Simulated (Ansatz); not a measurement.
Basis-set extrapolation for C2H6N2Si, SMILES `NC1=C[SiH]1N` (PBE0-D4/def2-TZVP geometry, frozen core, Ansatz 0.2.0). Multiplicity 1, RHF reference.

```csv
,def2-TZVPP,def2-QZVPP
HF,-477.122051,-477.140238
MP2 correlation,-0.853417,-0.913341
CCSD(T) correlation,-0.924760,not run
```

Energies in hartree. Use E(X) = E(∞) + A·exp(−7.88·√X) for Hartree–Fock and E(X) = E(∞) + B·X^(−2.97) for correlation, with X = 3 and 4, and add CCSD(T) minus MP2 of the smaller set to the MP2 limit.

What is the CCSD(T) energy at the basis-set limit?

HF limit: -477.140238 + (-0.018187) × 0.13774 = -477.14274. MP2 limit: -0.913341 + (-0.059924) × 0.74074 = -0.95773. Higher-order term: -0.924760 − (-0.853417) = -0.07134. Total: -478.17181 hartree, 328.2 kJ/mol below CCSD(T)/def2-TZVPP.
